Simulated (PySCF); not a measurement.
Correlation energy of F (fluorine, neutral)

[He] 2s2 2p5, 2P determinant. Computed with PySCF 2.14 in def2-SVP (3s2p1d, 14 functions), with the non-relativistic Hamiltonian (point nucleus). Frozen: 1s2; 7 electrons correlated.

MP2 pair energies summed by pair of shells (mhartree):

```
 pair  energy  share (%)
2p-2p  -89.84       64.9
2s-2p  -41.29       29.8
2s-2s   -7.26        5.2
```

Total MP2 correlation energy: -138.38 mhartree.

Same-spin part -35.42 and opposite-spin part -102.96 mhartree; SCS-MP2 scales them by 1/3 and 6/5 to -135.36 mhartree.

| level | correlation energy (mhartree) |
| --- | --- |
| CCSD | -149.75 |
| (T) | -0.92 |
| CCSD(T) | -150.67 |

Diagnostics: T1 = 0.0034, D1 = 0.0055, largest double amplitude 0.047.

Q: Is a single reference adequate?

A: Yes: T1 lies below 0.03 and no double amplitude reaches 0.07.
